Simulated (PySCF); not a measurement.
## A search over the determinants of CaF

Unrestricted PBE0; Ca aug-pcseg-1, F aug-pcseg-1; no relativity (PySCF 2.14). Outer shells of the fragments: Ca 4s2; F 2s2 2p5.

Followed along the bond (rough minima from three points):

```tsv
2Ms+1	unpaired	⟨S²⟩ at the start	R at minimum (Å)	Te (eV)
2	σ ↑	0.75	1.96	0.00
4	σ ↑, π ↑↑	3.75	none in the scan	≤ 7.48
```

Solutions found at the starting distance of 2.205 Å, counted from the lowest of them; the search is not exhaustive and high or unbound solutions are not listed, so other states can lie among these:

```csv
2Ms+1,unpaired,term,E (eV),⟨S²⟩,⟨Lz²⟩,μ (D)
2,σ ↑,²Σ⁺,0.00,0.75,0.00,-4.24
2,π ↑,²Π,1.69,0.75,1.00,-4.03
2,δ ↑,²Δ,2.19,0.75,4.00,-8.28
4,"σ ↑, π ↑↑",mixed,7.30,3.75,2.02,2.05
4,"σ ↑, π ↑↑",mixed,7.35,3.75,2.01,3.00
4,"σ ↑↑, π ↑",⁴Π,7.48,3.75,1.03,4.70
4,"σ ↑, π ↑, δ ↑",mixed,7.57,3.75,5.00,1.56
4,"σ ↑↑, π ↑",⁴Π,7.71,3.75,1.01,3.72
```

A term symbol is given only where ⟨S²⟩ and ⟨Lz²⟩ are close to those of a pure state; real π, δ and φ orbitals otherwise mix terms. A positive dipole means Ca(−)F(+).

Counting both spins, an empty level lies below a filled one in some of these solutions, because spin and occupation are held.
